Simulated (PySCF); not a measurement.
C9H12O, SMILES CC(C)c1ccc(O)cc1 (GFN2-xTB optimised geometry):

```
22

C     -2.021    -2.022     1.265
C     -1.165    -1.899     0.003
C     -2.031    -2.024    -1.253
C     -0.397    -0.600     0.000
C     -1.052     0.628    -0.001
C     -0.349     1.815    -0.001
C      1.042     1.800     0.000
O      1.703     2.992     0.001
C      1.708     0.583     0.000
C      0.990    -0.600     0.000
H     -2.524    -2.987     1.287
H     -1.400    -1.935     2.154
H     -2.776    -1.241     1.297
H     -0.442    -2.722     0.001
H     -1.417    -1.932    -2.146
H     -2.791    -1.247    -1.278
H     -2.528    -2.992    -1.273
H     -2.131     0.662    -0.001
H     -0.858     2.766    -0.001
H      2.655     2.834     0.002
H      2.791     0.561     0.000
H      1.525    -1.539     0.000
```

Level of theory: PBE/def2-SVP in PySCF 2.14.0.

Question: What are the frontier orbital energies and the dipole moment?

Answer: HOMO-2 -7.60 eV, HOMO-1 -6.17 eV, HOMO -5.12 eV, LUMO -0.89 eV, LUMO+1 -0.38 eV; dipole moment 1.29 D.

Meta-Löwdin charges at PBE/def2-SVP: C1 -0.30, C2 -0.05, C3 -0.30, C4 -0.01, C5 -0.11, C6 -0.14, C7 0.20, O8 -0.42, C9 -0.17, C10 -0.11, H11 0.10, H12 0.10, H13 0.10, H14 0.09, H15 0.10, H16 0.10, H17 0.10, H18 0.10, H19 0.11, H20 0.32, H21 0.10, H22 0.10.
